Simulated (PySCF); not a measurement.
# Stretching CsGe

Set-up: Cs def2-SVP with ECP46, Ge def2-SVP; scalar-relativistic core potentials (PySCF 2.14). Energies in eV from Cs + Ge in their ground configurations at the same level. State: ⁴Σ⁻ (quartet), unpaired electrons σ ↑, π ↑↑.

All columns are TPSSh. A positive dipole means Cs(−)Ge(+).

```
R (Å)  E (eV)   μ (D)  Mulliken charge on Cs (basis-dependent)  HOMO (eV)  LUMO (eV)  Mayer bond order  ⟨S²⟩
2.921  -1.315   -8.34                                     0.50      -3.23      -1.37              0.90  3.75
3.057  -1.525   -8.94                                     0.51      -3.28      -1.42              0.88  3.75
3.193  -1.642   -9.49                                     0.52      -3.27      -1.48              0.86  3.75
3.295  -1.684   -9.88                                     0.52      -3.19      -1.52              0.85  3.75
3.397  -1.697  -10.25                                     0.53      -3.11      -1.55              0.83  3.75
3.499  -1.688  -10.60                                     0.53      -3.04      -1.59              0.82  3.75
3.635  -1.651  -11.03                                     0.53      -2.96      -1.64              0.81  3.75
3.805  -1.578  -11.53                                     0.53      -2.87      -1.69              0.80  3.75
4.008  -1.467  -12.05                                     0.52      -2.79      -1.75              0.79  3.75
4.280  -1.306  -12.59                                     0.51      -2.71      -1.83              0.77  3.75
```

A fit through these points gives, at Re = 3.402 Å, μ = -10.26 D and dμ/dR = -3.52 D/Å; the reduced mass is 47.5 u.

**Question.** How strong is the fundamental in the double-harmonic approximation, I = 42.26·(dμ/dR)²/μred km/mol?

**Answer.** I = 42.26·(-3.52)²/47.5 = 11.0 km/mol at TPSSh.

Spin–orbit coupling is left out, which matters for elements this heavy, above all for dissociation energies. The state is the lowest determinant that a PBE0 search found; another state may lie lower at other levels.
